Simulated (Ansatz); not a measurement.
A made-up structure of BSiH$_{4}$OF, closed shell:

O1  (-0.292, 0.897, 0.533)
B2  (-1.571, 1.080, 0.147)
Si3  (0.749, -0.684, -0.193)
F4  (-0.273, -1.470, -1.172)
H5  (-1.955, 0.283, -0.587)
H6  (0.066, 1.552, 1.153)
H7  (1.937, -0.300, -1.002)
H8  (1.192, -1.644, 0.855)
(Å)

It is relaxed with PBE-D4/def2-SVP and then PBE0-D4/def2-TZVP (Ansatz 0.2.0). Atoms count as bonded within 1.22 times the sum of their covalent radii (H–H: 0.88 Å). The end point is not checked to be a true minimum.

(1) Does its bonding change? (A judgement: the text doesn't fix the answer.)

## Answers

(1) By the calculation: No: no bond forms or breaks.

Where it ends: The first stage lowers the energy by 0.52 eV in 13 steps. It ends as BSiH₄OF ([BH][OH][SiH2][F]):
| atom | x (Å) | y (Å) | z (Å) |
| --- | --- | --- | --- |
| O1 | -0.2397 | 0.5623 | 0.6762 |
| B2 | -1.5019 | 1.2426 | -0.0450 |
| Si3 | 0.6213 | -0.6166 | -0.1886 |
| F4 | -0.3637 | -1.8097 | -0.5066 |
| H5 | -1.2458 | 0.7389 | -1.1598 |
| H6 | -0.1968 | 0.7108 | 1.6242 |
| H7 | 1.1284 | 0.0230 | -1.4051 |
| H8 | 1.6512 | -1.1357 | 0.7390 |

Labels in which every atom is bracketed show which atoms are joined, not bond orders.

For scale, one of the runs: PBE0-D4/def2-TZVP relaxation, 154 basis functions, launched by `ansatz run in.yaml --threads 2 --pin off --events-out ev --progress --plain --max-ram 4352MiB`. The run took about 93 s on 2 CPU threads of an Arm Neoverse V1 (shared host).
